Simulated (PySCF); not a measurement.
CH₃Cl₃OTi, multiplicity 1.

```xyz
9

Ti     0.0000     0.0000     0.0836
Cl     1.7918     1.0345     0.7727
Cl     0.0000    -2.0690     0.7727
Cl    -1.7918     1.0345     0.7727
O      0.0000     0.0000    -1.6250
C      0.0000     0.0000    -3.0149
H     -0.8979     0.5184    -3.3863
H      0.8979     0.5184    -3.3863
H      0.0000    -1.0369    -3.3863
```
Charge 0, spin multiplicity 1.

Geometry optimised at PBE0-D3(BJ)/def2-SVP. The spin state was assumed, not searched. Other conformers were not sampled.

The numbers are results of PBE/pcSseg-1 in PySCF, not measurements. Non-relativistic, no solvent.

Question: Give the absolute GIAO shielding of each atom: isotropic value and principal components (ppm). (Estimate from the structure and the level; the computed values follow.)

Answer: 
| atom | σ(iso) | σ11 | σ22 | σ33 | span |
|---|---|---|---|---|---|
| Ti1 | -672.9 | -991.6 | -513.5 | -513.5 | 478.1 |
| Cl2 | 158.3 | -366.0 | -28.5 | 869.5 | 1235.5 |
| Cl3 | 158.3 | -366.0 | -28.5 | 869.5 | 1235.5 |
| Cl4 | 158.3 | -366.0 | -28.5 | 869.5 | 1235.5 |
| O5 | -57.1 | -172.4 | -172.4 | 173.3 | 345.7 |
| C6 | 101.5 | 63.3 | 63.3 | 177.9 | 114.6 |
| H7 | 26.4 | 24.4 | 24.8 | 29.9 | 5.5 |
| H8 | 26.4 | 24.4 | 24.8 | 29.9 | 5.5 |
| H9 | 26.4 | 24.4 | 24.8 | 29.9 | 5.5 |
